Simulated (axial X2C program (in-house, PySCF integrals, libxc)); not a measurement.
**Nuclear properties of AlI⁺**

Calculated with an axial X2C code built on PySCF integrals: two-component X2C with atomic mean-field Coulomb and Gaunt terms, Gaussian nuclei, basis I dyall-cv3z, Al dyall-v3z with contracted cores.

R = 2.433 Å (near the PBE0 minimum at charge 1 of the determinant lowest at the starting distance; the state shown can have its own minimum elsewhere).

Input and command:
```json
{"zs": [53, 13], "q": 1, "bas": ["dyall-cv3z", "dyall-v3z"], "r0": 2.59, "levels": ["PBE0", "HF", "BHandHLYP", "B3LYP", "BP86"], "nst": 3}
```
```bash
python soeom.py task.json out
```

Keys: zs atomic numbers; q charge; bas basis sets; r0 starting distance in Å; levels methods; nst determinants followed.

Determinant lowest in the PBE0 search, Ω = 1/2 (⟨Sz⟩ = 0.48, ⟨Lz⟩ = 0.02 at PBE0), spin on the atoms I 0.14, Al 0.34:

```csv
level,Eeff magnitude (GV/cm),Ws magnitude I (kHz),Ws magnitude Al (kHz),A∥/gI I (MHz),qzz I (a.u.),A∥/gI Al (MHz),qzz Al (a.u.)
PBE0,1.25,1.31,0.149,149,8.26,1120,-0.70
HF,1.84,1.98,0.181,52.9,8.40,1170,-0.91
BHandHLYP,1.06,1.05,0.163,125,8.66,1130,-0.73
B3LYP,0.932,0.918,0.149,184,8.36,1120,-0.67
BP86,1.07,1.11,0.139,211,7.96,1130,-0.63
```

Determinant 1.39 eV from it at PBE0 and this distance, Ω = 3/2 (⟨Sz⟩ = 0.50, ⟨Lz⟩ = 1.00 at PBE0), spin on the atoms I 0.49, Al 0.01:

```
    level  Eeff magnitude (GV/cm)  Ws magnitude I (kHz)  A∥/gI I (MHz)  qzz I (a.u.)  A∥/gI Al (MHz)  qzz Al (a.u.)
     PBE0                   0.732                 0.235            747         -5.84            6.29          -0.72
       HF                    1.51                 0.548            732         -6.00            9.75          -0.73
BHandHLYP                   0.771                 0.249            768         -5.99            6.88          -0.73
    B3LYP                   0.589                 0.176            777         -5.97            6.54          -0.74
     BP86                   0.556                 0.164            770         -5.90            5.99          -0.72
```

Eeff is the effective electric field on the electron electric dipole moment in this Ω state and Ws the scalar–pseudoscalar constant of the nucleus named (defined with the proton number Z and per Ω); A∥ (defined per Ω) follows by multiplying with gI = μI/(I μN); qzz is the electric field gradient, eQq0 = 234.96 MHz × Q/barn × qzz. The operators were transformed with the bare-nucleus X2C matrices; with these basis sets, hyperfine constants and field gradients can be off by tens of per cent, and where levels differ in sign neither size nor sign is settled.

With Q(127I) = -0.68822 barn, gI(27Al) = 1.4566, Q(27Al) = 0.1466 barn (g factors from the IAEA table of nuclear moments by Stone; Q from Pyykkö, Mol. Phys. 2018), turn the PBE0 values of the first state into constants in MHz.

eQq0(127I) = 234.96 × (-0.68822) × (8.26) = -1340 MHz; A∥(27Al) = 1120 × 1.4566 = 1630 MHz; eQq0(27Al) = 234.96 × (0.1466) × (-0.70) = -24.1 MHz.

Each state is one determinant with collinear spin. Unrestricted Hartree–Fock can overshoot spin polarisation at the nuclei. Where Eeff spreads by more than a factor of two the levels disagree and none is to be relied on. The search compared states at one distance, so a state with another bond length can lie lower. The sign of Ws at Al differs between levels in the second state. Where a field gradient or hyperfine factor spreads by more than a factor of two over the levels, a constant derived from it is not to be relied on. PBE0 term energies can be off by some tenths of an eV.
